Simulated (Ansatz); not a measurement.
The first iterations of a band of C₂H₅BOSi (10 atoms, charge 0, multiplicity 1).

Theory: RKS B3LYP-D4/def2-SVP (Ansatz).

* movable images: 7
* climbing image: yes
* spring: 5.0 eV/Å²
* optimiser: quadratic models (default)
* start path: through a guess of the saddle point
* force threshold: 0.05 eV/Å
* iteration limit: 60
* end points: relaxed

Initial state:

```xyz
10
Properties=species:S:1:pos:R:3
B -1.069 -0.363 -1.669
C -0.217 -0.036 -0.418
C -0.147 -0.682 0.786
Si 1.095 0.628 1.239
O 0.662 1.063 -0.377
H -1.007 0.315 -2.661
H -1.798 -1.321 -1.618
H -0.694 -1.570 1.094
H 2.527 0.254 1.384
H 0.730 1.660 2.244
```

Final state:

```xyz
10
Properties=species:S:1:pos:R:3
B -0.750 -0.368 -1.554
C -0.126 -0.094 -0.202
C -0.293 -0.596 1.052
Si 1.240 0.176 1.867
O 0.927 0.905 -0.043
H -0.323 0.165 -2.551
H -1.667 -1.145 -1.621
H -1.059 -1.337 1.286
H 1.586 0.874 -0.755
H 0.550 1.368 2.522
```

| iteration | highest image above the first end (eV) | largest band force component (eV/Å) |
| --- | --- | --- |
| 1 | 4.497 | 9.712 |
| 2 | 3.048 | 4.310 |
| 3 | 2.596 | 1.943 |
| 4 | 2.663 | 1.134 |
| 5 | 2.880 | 1.482 |

Problem. Does the band converge within its limit, and where does its top end?

Solution. It converged. It ended after 15 iterations with the highest image 2.523 eV above the first end. A vibrational analysis at the climbing image gives one clearly imaginary mode, 1467i cm⁻¹: a first-order saddle point. The orbitals stay closed-shell, which can raise the energy where a bond breaks towards radicals; this wasn't checked here.

The run took 4 min on 2 threads of Arm Neoverse V2, on a shared host, peak memory 0.22 GiB.
